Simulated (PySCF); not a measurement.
ISn, charge +1, singlet, at a GFN2-xTB geometry (such geometries of metal compounds can be far from the true shape) (all electrons, no relativity). Base run: HF/3-21G in PySCF.

Geometry (Å):
```xyz
2

Sn     0.0000     0.0000    -1.3767
I      0.0000     0.0000     1.2988
```
Charge +1, spin multiplicity 1.
All else is at PySCF's defaults.

Variants of this job, named by their change:

| change | basis functions | E (Eh) | HOMO (eV) | HOMO-LUMO gap (eV) |
|---|---|---|---|---|
| base | 62 | -12883.37403 | -15.37 | 9.06 |
| basis = x2c-SVPall; relativity = spin-free X2C; nucleus = Gaussian (with mol.nucmod = 'G') | 72 | -13284.80576 | -15.38 | 9.34 |
| basis = x2c-SVPall; relativity = none | 72 | -12613.16141 | -15.85 | 9.03 |
| basis = jorge-DZP-DKH; relativity = spin-free X2C; nucleus = Gaussian (with mol.nucmod = 'G') | 96 | -13275.21135 | -14.93 | 8.82 |
| basis = x2c-SVPall; relativity = spin-free X2C | 72 | -13285.10988 | -15.38 | 9.34 |
| basis = jorge-DZP-DKH; relativity = spin-free X2C | 96 | -13275.55600 | -14.93 | 8.82 |
| basis = Sapporo-DKH3-DZP-2012; relativity = none | 104 | -12541.99012 | -15.82 | 9.17 |
| basis = jorge-DZP-DKH; relativity = none | 96 | -12803.72377 | -15.23 | 8.96 |
| basis = Sapporo-DKH3-DZP-2012; relativity = spin-free X2C; nucleus = Gaussian (with mol.nucmod = 'G') | 104 | -13285.37206 | -15.36 | 9.32 |
| basis = Sapporo-DKH3-DZP-2012; relativity = spin-free X2C | 104 | -13285.73086 | -15.36 | 9.32 |

Totals shift with the method and basis; they matter in differences.

Basis sets contracted for a relativistic Hamiltonian are a mismatch without it, so the rows without relativity aren't non-relativistic limits. No row has spin-orbit coupling; sets with core potentials leave out the core electrons.
